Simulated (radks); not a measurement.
Values are calculated unless marked as measured or tabulated.
Initial-state core-level shifts of the zinc ion Zn+ when its valence configuration changes from [Ar] 3d10 4s1. Level of theory: scalar-relativistic Kohn-Sham, r2SCAN, spin-polarised, spherical densities, finite nucleus; open shells are filled with parallel spins first; meta-GGA in the generalised Kohn-Sham scheme; Fermi nuclear charge, rms radius 3.9283 fm (a radial shooting solver on a logarithmic mesh with Libxc functionals). Shifts are changes of the shell-averaged eigenvalues in eV (positive: less bound); the change of the density at the nucleus, which sets a Mossbauer isomer shift, is in e/bohr^3, on a base of 2.531e+04.

valence                1s       2p       3s       3p  density at nucleus
3d9 4s1 4p1        -9.475  -10.173   -9.204   -8.994              +4.954
3d9.5 4s1.5        -3.898   -4.265   -3.795   -3.696              +8.335
3d9.5 4s1 4p0.5    -4.621   -4.941   -4.533   -4.434              +2.228
3d10 4p1           -1.907   -1.792   -1.896   -1.900             -11.366
3d9 4s2            -8.023   -8.797   -7.742   -7.536             +17.717
3d9 4p2           -11.247  -11.849  -10.950  -10.739              -8.449
3d9.5 4s0.5 4p1    -5.547   -5.814   -5.448   -5.350              -3.919
3d8.5 4s1.5 4p1   -14.012  -15.167  -13.439  -13.113             +14.889
3d10 4s0.5 4p0.5   -0.963   -0.909   -0.956   -0.958              -5.671
